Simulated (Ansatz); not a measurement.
Basis sets compared for Zn₇Te₆⁺. Total charge 1; doublet. Geometry PBE-D4/def2-SVP. Ansatz on 2 threads of AMD EPYC 7R13 on a shared host and a share (18 GiB) of an NVIDIA H100 80GB HBM3; times are rough, and most runs start from earlier orbitals.

```
atom   x (Å)   y (Å)   z (Å)
 Zn1   1.239   0.527   0.698
 Zn2  -2.016  -1.061   0.573
 Zn3   0.712  -0.150  -2.517
 Zn4  -0.433  -2.624   1.464
 Zn5   1.955   1.512   2.806
 Zn6  -0.759   1.741  -1.044
 Zn7   0.244   2.780   4.398
 Te8   0.994  -2.659  -1.900
 Te9  -1.363   1.286   1.429
Te10   1.828   1.947  -1.472
Te11  -1.833   0.506  -3.159
Te12   2.094  -2.012   0.556
Te13  -2.663  -1.793  -1.832
```

In the def2 sets Te takes a core potential; there is no spin–orbit coupling. Single mean-field runs in def2-TZVP are fitted with def2-universal-jkfit. Another isomer (doublet) lies 3.08 eV lower at PBE0-D4/def2-TZVP; other spin states weren't run for this one.

```csv
level,functions,energy (Eh),HOMO (eV),LUMO (eV),wall time
PBE-D4/def2-SVP,373,-14060.4240,-7.86,-7.50,13 s
PBE0-D4/def2-SVP,373,-14060.7055,-8.75,-7.12,15 s
```

Problem. Estimate the rows for PBE-D4/def2-TZVP (with forces), PBE0-D4/def2-TZVP.

Solution. 
| level | functions | energy (Eh) | HOMO (eV) | LUMO (eV) | wall time |
| --- | --- | --- | --- | --- | --- |
| PBE-D4/def2-TZVP (with forces) | 636 | -14062.3407 | -7.94 | -7.57 | 14 s |
| PBE0-D4/def2-TZVP | 636 | -14062.5508 | -8.78 | -7.12 | 16 s |
